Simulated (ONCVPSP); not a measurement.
Which change was made? (Co, ONCV)

```
Element                 : Co
Generator               : ONCVPSP 4.0.1
Type                    : optimised norm-conserving Vanderbilt (ONCV)
Functional              : PBE
Relativity              : fully relativistic
Frozen core             : [Ar]
Valence charge          : 9
Reference configuration : 3d7 4s2
Partial waves           : 4s: rc 2.40 bohr, ncon 3, nbas 7, qcut 2.7 1/bohr, 1 projector; p scattering state at 0.2 Ha: rc 2.55 bohr, ncon 4, nbas 8, qcut 3.4 1/bohr, 2 projectors, debl 1.3 Ha; 3d: rc 1.00 bohr, ncon 4, nbas 8, qcut 13.7 1/bohr, 3 projectors, debl 1.6 Ha
Local potential         : polynomial inside 0.90 bohr (lpopt 1, dvloc0 -1 Ha)
Core correction         : Teter function, fcfact 2.75, rcfact 1.6
```

Open shells are filled in proportion to 2j + 1.

In the p channel the program set the typed energies aside and used 0.050, 1.350 Ha (j = l + 1/2; the other j can differ).

Cutoffs, loose and tight: the cutoffs (Ha) at which the residual kinetic energy of the hardest occupied pseudo-wave falls to 1 and 0.1 mHa per electron. They do not see the model core or the augmentation charge, which bear on the density cutoff. Test errors are all-electron minus pseudo excitation energies from the reference, over the configurations 3d7 4s1; 3d7 4s0; 3d6 4s0; 3d7 4s1 4p1; variants that change the core or the reference have their own tests.

The base gives: outcome: generated, projector energies reset by the program; cutoff, loose: 81 Ha; cutoff, tight: 93 Ha; bound ghosts: s; GHOST(+) flags above zero: p3/2, p1/2; largest test error (meV): -460.

Question: After one change the result is: outcome: generated, projector energies reset by the program; cutoff, loose: 81 Ha; cutoff, tight: 93 Ha; bound ghosts: s; GHOST(+) flags above zero: p3/2, p1/2; largest test error (meV): -675. Which change was it?
A. s: qcut 1.5
B. d: rc 0.78; local potential polynomial inside 0.78 bohr (lpopt 1, dvloc0 -1 Ha)
C. core [Ne] 3s2, valence charge 15; reference 3p6 3d7 4s2; waves now 4s: rc 2.15 bohr, ncon 3, nbas 6, qcut 2.6 1/bohr, 2 projectors, debl 3.1 Ha; 3p: rc 0.95 bohr, ncon 4, nbas 7, qcut 11.6 1/bohr, 2 projectors, debl 3.6 Ha; 3d: rc 1.40 bohr, ncon 4, nbas 9, qcut 11.1 1/bohr, 2 projectors, debl 3.9 Ha; local potential polynomial inside 0.85 bohr (lpopt 5, dvloc0 0 Ha)

Answer: A. The others give: d: rc 0.78; local potential polynomial inside 0.78 bohr (lpopt 1, dvloc0 -1 Ha) → outcome: generated, projector energies reset by the program; cutoff, loose: 221 Ha; cutoff, tight: 381 Ha; bound ghosts: s; GHOST(+) flags above zero: p3/2, d5/2, p1/2, d3/2; largest test error (meV): -460 | core [Ne] 3s2, valence charge 15; reference 3p6 3d7 4s2; waves now 4s: rc 2.15 bohr, ncon 3, nbas 6, qcut 2.6 1/bohr, 2 projectors, debl 3.1 Ha; 3p: rc 0.95 bohr, ncon 4, nbas 7, qcut 11.6 1/bohr, 2 projectors, debl 3.6 Ha; 3d: rc 1.40 bohr, ncon 4, nbas 9, qcut 11.1 1/bohr, 2 projectors, debl 3.9 Ha; local potential polynomial inside 0.85 bohr (lpopt 5, dvloc0 0 Ha) → outcome: generated; cutoff, loose: 49 Ha; cutoff, tight: 59 Ha; bound ghosts: s; GHOST(+) flags above zero: none; largest test error (meV): +62.
